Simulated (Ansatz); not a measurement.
Molecule: C$_{2}$H$_{9}$P$_{2}$Si (charge -1, singlet). It need not be the lowest isomer of its formula. Whether it binds its extra electron was not tested at this geometry. SMILES: [CH2-][Si](C)(P)P
Coordinates optimised at B3LYP-D3(BJ)/def2-TZVP (Ansatz, an electronic-structure program):
```xyz
14

C     -0.7516     1.7711    -1.0827
Si    -0.3889     0.2638    -0.2637
C     -1.9146    -0.8422    -0.0046
P      1.1610    -1.4222    -0.9401
P      0.4300     0.7564     1.8342
H     -1.4688     1.7635    -1.9028
H      0.0094     2.5419    -1.1769
H     -2.3300    -1.1317    -0.9748
H     -2.6836    -0.2951     0.5446
H     -1.6697    -1.7561     0.5417
H      0.7304    -1.4713    -2.2974
H      2.2111    -0.5094    -1.2275
H      1.4833    -0.2008     1.9310
H      1.2948     1.7803     1.3667
```
Charge -1, spin multiplicity 1.

Parts of the frozen-core correlation energy in aug-cc-pV(D+d)Z (Ansatz, hartree). Frozen orbitals: 17; correlated occupied orbitals by spin: 16 and 16; virtual: 190 and 190. No spin-orbit coupling. No relativistic terms.

```
term                             value
-------------------------  -----------
reference (HF)             -1051.39592
MP2 opposite-spin             -0.53846
MP2 same-spin                 -0.15799
CCSD correlation              -0.77500
(T)                           -0.03176
T1 diagnostic                    0.015
largest doubles amplitude        0.016
```
